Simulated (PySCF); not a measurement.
Electron correlation in Se⁺ (selenium, charge +1)

Starting occupation: [Ar] 3d10 4s2 4p2 5s1, 4p3/2 with m_j = +1/2, +3/2, 5s1/2 with m_j = +1/2. Computed with PySCF 2.14 in x2c-SVPall-2c with one added diffuse shell each of s, p, d type (6s7p4d, 47 functions), with X2C-1e with screened-nucleus spin-orbit coupling, Gaussian nucleus. Frozen: [Ne]; 23 electrons correlated; the 6 highest virtual spinors left out.

MP2 pair energies summed by pair of shells (mhartree):

```
 pair   energy  share (%)
3d-3d  -110.24       36.8
3d-3p   -79.24       26.4
4p-4s   -30.11       10.1
3p-3p   -23.55        7.9
4s-4s   -13.61        4.5
3d-4p    -8.26        2.8
4s-5s    -6.35        2.1
3d-3s    -5.59        1.9
4p-5s    -5.35        1.8
4p-4p    -4.83        1.6
3d-4s    -4.81        1.6
3p-3s    -2.48        0.8
3p-4p    -2.18        0.7
3p-4s    -1.34        0.4
3s-3s    -0.64        0.2
3s-4s    -0.36        0.1
3d-5s    -0.36        0.1
3s-4p    -0.21        0.1
3p-5s    -0.08        0.0
3s-5s    -0.02        0.0
```

Total MP2 correlation energy: -299.59 mhartree.

The GHF reference relaxed away from the jj start to a determinant that is no pure jj level (⟨S²⟩ = 3.67, ⟨J²⟩ = 8.76); the energies belong to that determinant.

This basis was not built for core-valence correlation, so the inner-shell part is incomplete.
